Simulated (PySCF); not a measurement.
An unknown is described by computed data only.

Elements present: C, F, H, N and Si. Monoisotopic mass: 178.9874 u.

| Quantity | Value |
| --- | --- |
| NMR, other nuclei | isotropic shieldings of nuclei other than C and H, by class: 284 (1 N), 431 (1 F), 349 (1 Si), 398 (1 Si), 402 (1 Si), 454 (1 Si) ppm [GIAO PBE0/pcSseg-1] |
| Rotational structure | rotational constants A, B, C: 1.116, 0.648, 0.450 GHz [GFN2-xTB] |
| 1H NMR | chemical shifts (computed TMS as zero) by class: 5.98 (1 H), 5.85 (1 H), 5.66 (1 H), 4.72 (1 H), 4.59 (3 H), 4.57 (1 H), 1.90 (1 H), -1.10 (1 H) ppm [GIAO PBE0/pcSseg-1] |
| 13C NMR | chemical shifts (computed TMS as zero) by class: 107.3 (1 C), 81.5 (1 C) ppm [GIAO PBE0/pcSseg-1] |
| Dipole | 2.39 D [PBE0/pcSseg-1] |

Electronic properties: PySCF, gas phase, density fitting. Levels stand in brackets. Geometry: GFN2-xTB, one conformer, isolated molecule. Each NMR value is the plain mean over a class of atoms that symmetry, rotation or inversion makes alike.

Question: Which formula fits the mass and the elements?

Answer: C2H10FNSi4 (calculated 178.9874). No other formula that holds each of these elements comes within 0.0003 u with a fitting electron parity and a possible valence count.

Question: Propose a structure and show how it fits.

Answer: Numbering: `[CH:1]#[C:2][SiH2:3][Si@@H:4]([NH:5][SiH3:6])[SiH2:7][F:8]`. Its formula, C2H10FNSi4, gives 2 degrees of unsaturation: 0 rings and 2 π bonds in the structure found. 2 carbons fall into 2 classes; from least to most shielded: terminal alkyne carbon [C1] (107.3 ppm), alkyne carbon [C2] (81.5 ppm). Hydrogen classes from least to most shielded: 1 H on a fluorine-bound silicon, Si7 (5.98 ppm), 1 H on a fluorine-bound silicon, Si7 (5.85 ppm), 1 H on an SiH silicon, Si4 (5.66 ppm), 1 H on an SiH2 silicon, Si3 (4.72 ppm), 3 H on an SiH3 silicon, Si6 (4.59 ppm), 1 H on an SiH2 silicon, Si3 (4.57 ppm), 1 H on a terminal alkyne carbon, C1 (1.90 ppm), 1 H on a nitrogen bridging silicon atoms, N5 (-1.10 ppm). The other shieldings belong to: 284 ppm, nitrogen bridging silicon atoms [N5]; 431 ppm, silicon-bound fluorine [F8]; 349 ppm, fluorine-bound silicon [Si7]; 398 ppm, SiH silicon [Si4]; 402 ppm, SiH3 silicon [Si6]; 454 ppm, SiH2 silicon [Si3]. The optimised geometry has point group C1 and is an asymmetric top. Structure: `C#C[SiH2][Si@@H](N[SiH3])[SiH2]F`. Computed isomers that give other values at the same levels: `N#CC[Si@@H](F)[SiH2][SiH2][SiH3]` (13C chemical shifts (computed TMS as zero) by class: 125.1 (1 C), 7.7 (1 C) ppm); `FC([SiH3])=C1[SiH2]N([SiH3])[SiH2]1` (13C chemical shifts (computed TMS as zero) by class: 181.6 (1 C), 135.8 (1 C) ppm); `N#C[SiH2]C[Si](F)([SiH3])[SiH3]` (13C chemical shifts (computed TMS as zero) by class: 124.4 (1 C), 5.1 (1 C) ppm). The assignments are read from this structure; whether some other isomer fits the data as well wasn't checked. The mirror image fits equally.

Conformer computed: `[CH:1]#[C:2][SiH2:3][Si@@H:4]([NH:5][SiH3:6])[SiH2:7][F:8]`: C2–Si3–Si4–N5 -179°, Si3–Si4–N5–Si6 64°, Si3–Si4–Si7–F8 54°.
